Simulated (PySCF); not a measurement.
Al(OH)2 (AlH₂O₂), SMILES [OH][Al+][OH], charge +1. Atoms are numbered in the order given.

```xyz
5

Al     0.0000     0.0000     0.0095
O     -0.0611     1.6011    -0.0159
H      0.3157     2.4785     0.0655
O      0.0611    -1.6011    -0.0159
H     -0.3157    -2.4785     0.0655
```
Charge +1, spin multiplicity 1.

The structure is a stationary point at B3LYP-D3(BJ)/def2-TZVP. The spin state was assumed, not searched. The isomer is the one that the SMILES or the coordinates give; other isomers of the formula were not compared. One conformer was computed; it need not be the lowest.

Two levels are set side by side: PBE/pcSseg-2 (PySCF) and B3LYP/pcSseg-2 (PySCF). GIAO shifts against H2O (¹⁷O), TMS (¹H) at the same level; non-relativistic, no solvent, atoms listed together averaged. Differences are taken from unrounded values.

| quantity | PBE |
|---|---|
| δ(¹⁷O) of O2, O4 (ppm) | -22.2 |
| δ(¹H) of H3, H5 (ppm) | 4.23 |

**Question.** These are the PBE values. What does B3LYP give? (Estimate from the structure and the level; the computed values follow.)

**Answer.** 
```csv
quantity,B3LYP,PBE minus B3LYP
"δ(¹⁷O) of O2, O4 (ppm)",-24.8,2.6
"δ(¹H) of H3, H5 (ppm)",4.57,-0.34
```

Rough cost on one machine, each run with all the roots and properties that it gave: B3LYP against PBE about 3 times.
